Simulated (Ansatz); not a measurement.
`F[SiH2]C[SiH3]` → F• + `[SiH2]C[SiH3]`•  (homolysis of the F–Si bond)

Isolated molecules relaxed with PBE0-D4/def2-TZVP in Ansatz; ΔE leaves out vibrations. CCSD(T)/CBS is the MP2 limit (def2-TZVPP, def2-QZVPP) plus CCSD(T) − MP2 in def2-TZVPP, frozen cores. This one scheme is used for every species, atoms too. DFT in def2-TZVPP. B3LYP here is the variant with VWN-RPA as its local correlation; programs differ in this. Open shells (•) are unrestricted, without spin–orbit coupling. Spin–orbit coupling would lower the free atoms: a little for F. Each species was taken in one conformer, which may not be the lowest.

| level | ΔE (kJ/mol) | difference from CCSD(T)/CBS |
| --- | --- | --- |
| PBE-D4 | 643.9 | -17.5 |
| r2SCAN-D4 | 636.3 | -25.1 |
| PBE0-D4 | 627.4 | -34.0 |
| B3LYP-D4 | 637.6 | -23.8 |
| ωB97M-V | 656.7 | -4.7 |
| PBE0 | 626.2 | -35.2 |
| B3LYP | 635.4 | -26.0 |
| MP2/def2-TZVPP | 672.5 | 11.1 |
| SCS-MP2/def2-TZVPP | 659.6 | -1.8 |
| CCSD/def2-TZVPP | 630.8 | -30.6 |
| CCSD(T)/def2-TZVPP | 639.5 | -21.9 |
| MP2/def2-QZVPP | 686.1 | 24.7 |
| SCS-MP2/def2-QZVPP | 673.7 | 12.3 |
| HF/CBS(def2) | 497.8 | -163.6 |
| MP2/CBS(def2) | 694.4 | 33.0 |
| CCSD/CBS(def2) | 652.7 | -8.7 |
| CCSD(T)/CBS | 661.4 | 0 |

Largest T1 diagnostic among the species: 0.013.

In def2-TZVPP, CCSD(T) changes the Hartree–Fock value by +145.3 kJ/mol (the triples alone add +8.7 kJ/mol) and MP2 by +178.2 kJ/mol; breaking electron pairs costs correlation energy, which Hartree–Fock lacks. From PBE to PBE0 (25 % exact exchange), in def2-TZVPP and without D4, ΔE moves by −16.2 kJ/mol: exact exchange takes away binding that semilocal exchange gives to molecules.

CCSD(T)/CBS has its own doubt, a few kJ/mol and more with outer-core shells, so smaller differences from it don't rank the levels.
